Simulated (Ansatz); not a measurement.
A CCSD(T) single point on CH4FSSi, SMILES `C[SiH](F)[S]` radical.

```yaml
crystal:
  periodic: [false, false, false]
  atoms:
    - {symbol: C, position_ang: [-0.292596, 0.953989, 0.119725]}
    - {symbol: Si, position_ang: [0.367940, -0.765554, -0.104277]}
    - {symbol: F, position_ang: [1.031314, -1.222946, 1.278383]}
    - {symbol: S, position_ang: [-1.176588, -2.062843, -0.719692]}
    - {symbol: H, position_ang: [0.506102, 1.604257, 0.485536]}
    - {symbol: H, position_ang: [-0.666220, 1.348939, -0.826484]}
    - {symbol: H, position_ang: [-1.105631, 0.965766, 0.848495]}
    - {symbol: H, position_ang: [1.427878, -0.878708, -1.137486]}
basis:
  gaussian: {orbitals: def2-TZVPP}
magnetization: {spin_polarized: true, initial_magnetization: 1}
correlation: {method: ccsd_t}
scf: {omitted_lower_state_checks: [cluster_reference]}
output: {orbitals: {seedname: orbitals}}
```

```sh
$ ansatz run in.yaml --threads 4 --pin off --events-out ev --progress --plain --max-ram 10444MiB
```

Log, shortened:

```
Functional definition: HF
1181 factors; integrals over basis functions are off by at most 8.0e-4 eV
mean field evaluation 1: about -22480.9505 eV, gradient 2.4e1 eV
mean field evaluation 2: about -22480.9560 eV, gradient 2.4e1 eV
mean field evaluation 4: about -22483.9903 eV, gradient 2.9e0 eV
mean field evaluation 8: about -22484.0959 eV, gradient 2.0e-1 eV
mean field evaluation 16: about -22484.0996 eV, gradient 2.7e-6 eV
mean field -22484.09958984 eV, -826.2754196566 hartree, gradient 2.7e-6 eV, S^2 0.762579; 4 other end points of the search recorded, 0 dependent functions left out
12 core orbitals not correlated: weight in the atoms' cores, before any rotation towards them, 1.000 or more for the frozen orbitals, at most 0.000 for the correlated occupied ones
reference -22484.09958984 eV, -826.2754196566 hartree; 13, 12 occupied and 177, 178 virtual orbitals, 1181 factors
second order -18.71438850 eV of doubles, -0.00000000 eV of singles
cycle   1  -19.39186238 eV  change   -6.8e-1 eV  update   9.2e-2
cycle   2  -19.83326598 eV  change   -4.4e-1 eV  update   2.8e-2
cycle   3  -19.93994521 eV  change   -1.1e-1 eV  update   1.5e-2
cycle   4  -19.93540789 eV  change    4.5e-3 eV  update   4.8e-3
cycle   5  -19.93359278 eV  change    1.8e-3 eV  update   2.6e-3
cycle   6  -19.93426558 eV  change   -6.7e-4 eV  update   1.3e-3
cycle   7  -19.93402741 eV  change    2.4e-4 eV  update   5.0e-4
cycle   8  -19.93415551 eV  change   -1.3e-4 eV  update   2.0e-4
cycle   9  -19.93422797 eV  change   -7.2e-5 eV  update   1.1e-4
cycle  10  -19.93418379 eV  change    4.4e-5 eV  update   8.8e-5
cycle  11  -19.93419100 eV  change   -7.2e-6 eV  update   8.3e-5
cycle  12  -19.93420435 eV  change   -1.3e-5 eV  update   8.0e-5
cycle  13  -19.93421298 eV  change   -8.6e-6 eV  update   7.5e-5
cycle  14  -19.93423778 eV  change   -2.5e-5 eV  update   5.9e-5
cycle  15  -19.93422675 eV  change    1.1e-5 eV  update   3.6e-5
cycle  16  -19.93420716 eV  change    2.0e-5 eV  update   2.4e-5
perturbative correction -0.71094247 eV, -0.0261266539 hartree
Total energy: -22504.74473948 eV, -827.0341149119 hartree
Checks for a lower state left out: cluster_reference
```

Run time 3.1 min (4 threads of an Arm Neoverse V1 on a shared host); peak host memory 6.4 GiB.

Correlation energy per correlated electron: -0.826 eV. T1 diagnostic: 0.0127.
